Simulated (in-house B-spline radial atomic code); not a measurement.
Orbital energies and mean radii along the 24-electron series, configuration [Ar] 3d6. The effective charge is n√(-2ε), a non-relativistic measure. Computed with a radial B-spline atomic code at the basis-set limit: non-relativistic Hartree-Fock, average of the configuration, point nuclei.

This level leaves out relativity, spin-orbit splitting included, which matters for heavy ions.

| ion | Z | energy of 3s (Eh) | mean radius of 3s (bohr) | energy of 3d (Eh) | mean radius of 3d (bohr) | energy of 1s (Eh) | mean radius of 1s (bohr) | effective charge of 3s |
| --- | --- | --- | --- | --- | --- | --- | --- | --- |
| Fe2+ | 26 | -4.8492 | 0.81998 | -1.2774 | 1.0551 | -262.07 | 0.059112 | 9.3427 |
| Co3+ | 27 | -5.9409 | 0.77627 | -2.065 | 0.92532 | -284.53 | 0.056879 | 10.341 |
| Ni4+ | 28 | -7.1741 | 0.73593 | -2.9868 | 0.83078 | -308.01 | 0.054809 | 11.364 |
| Cu5+ | 29 | -8.5377 | 0.69898 | -4.0353 | 0.75726 | -332.51 | 0.052884 | 12.397 |
| Zn6+ | 30 | -10.026 | 0.66521 | -5.2062 | 0.6977 | -358.01 | 0.05109 | 13.434 |
| Ga7+ | 31 | -11.635 | 0.63434 | -6.4967 | 0.64805 | -384.53 | 0.049413 | 14.471 |
| Ge8+ | 32 | -13.362 | 0.60608 | -7.9051 | 0.60579 | -412.05 | 0.047842 | 15.509 |
| As9+ | 33 | -15.206 | 0.58014 | -9.4302 | 0.56925 | -440.58 | 0.046368 | 16.544 |
| Se10+ | 34 | -17.166 | 0.55628 | -11.071 | 0.53726 | -470.12 | 0.044982 | 17.578 |
| Br11+ | 35 | ? | ? | ? | ? | ? | ? | ? |
| Kr12+ | 36 | -21.431 | 0.5139 | -14.697 | 0.48368 | -532.2 | 0.042443 | 19.641 |
| Rb13+ | 37 | -23.734 | 0.49502 | -16.681 | 0.46096 | -564.74 | 0.041278 | 20.669 |
| Sr14+ | 38 | -26.15 | 0.47746 | -18.779 | 0.4404 | -598.29 | 0.040176 | 21.696 |
| Zr16+ | 40 | -31.323 | 0.44583 | -23.314 | 0.40458 | -668.38 | 0.038138 | 23.745 |
| Nb17+ | 41 | -34.078 | 0.43152 | -25.75 | 0.38887 | -704.94 | 0.037194 | 24.767 |
| Mo18+ | 42 | -36.945 | 0.41811 | -28.3 | 0.37439 | -742.49 | 0.036296 | 25.788 |
| Tc19+ | 43 | -39.925 | 0.4055 | -30.962 | 0.36098 | -781.04 | 0.03544 | 26.808 |
| Ru20+ | 44 | -43.017 | 0.39363 | -33.736 | 0.34854 | -820.6 | 0.034624 | 27.826 |
| Rh21+ | 45 | -46.222 | 0.38244 | -36.623 | 0.33695 | -861.16 | 0.033844 | 28.844 |
| Pd22+ | 46 | ? | ? | ? | ? | ? | ? | ? |
| Ag23+ | 47 | ? | ? | ? | ? | ? | ? | ? |
| Cd24+ | 48 | -56.506 | 0.35238 | -45.955 | 0.30651 | -988.83 | 0.031702 | 31.892 |

Task: Fill in the row of Br11+.

Result: energy of 3s (Eh): -19.241; mean radius of 3s (bohr): 0.53426; energy of 3d (Eh): -12.827; mean radius of 3d (bohr): 0.50895; energy of 1s (Eh): -500.66; mean radius of 1s (bohr): 0.043676; effective charge of 3s: 18.61.

Task: Fill in the row of Pd22+.

Result: energy of 3s (Eh): -49.538; mean radius of 3s (bohr): 0.37186; energy of 3d (Eh): -39.621; mean radius of 3d (bohr): 0.32613; energy of 1s (Eh): -902.71; mean radius of 1s (bohr): 0.033099; effective charge of 3s: 29.861.

Task: Fill in the row of Ag23+.

Result: energy of 3s (Eh): -52.966; mean radius of 3s (bohr): 0.36186; energy of 3d (Eh): -42.732; mean radius of 3d (bohr): 0.31601; energy of 1s (Eh): -945.27; mean radius of 1s (bohr): 0.032385; effective charge of 3s: 30.877.

Task: How does the screening of 3s change?

Result: Z less the effective charge goes from 16.66 at Z = 26 to 16.11 at Z = 48.
